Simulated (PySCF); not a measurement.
Computed shifts of a molecule C3H4BrCl, PySCF with PBE/pcSseg-1, GIAO, gas phase, atoms alike by connectivity averaged where their shifts nearly agree, in ppm (number of nuclei): ¹³C: 150.1 (1), 122.8 (1), 26.1 (1). ¹H: 6.27 (1), 2.53 (3). References: ¹³C against TMS (σ = 182.0 ppm); ³⁵Cl against HCl (σ = 936.5 ppm); ¹H against TMS (σ = 31.49 ppm), references at their B3LYP-D3(BJ)/def2-TZVP geometries, non-relativistic (without spin–orbit terms, shifts of atoms bonded to Cl or Br come out too high). Geometry: r2SCAN-D4/def2-SVP. Other conformers were not sampled.

### Question
Identify the compound among the candidates.
(A) C/C(Cl)=C\Br
(B) ClC1(Br)CC1
(C) C/C(Br)=C\Cl
(D) C/C=C(\Cl)Br

### Answer
A, C/C(Cl)=C\Br
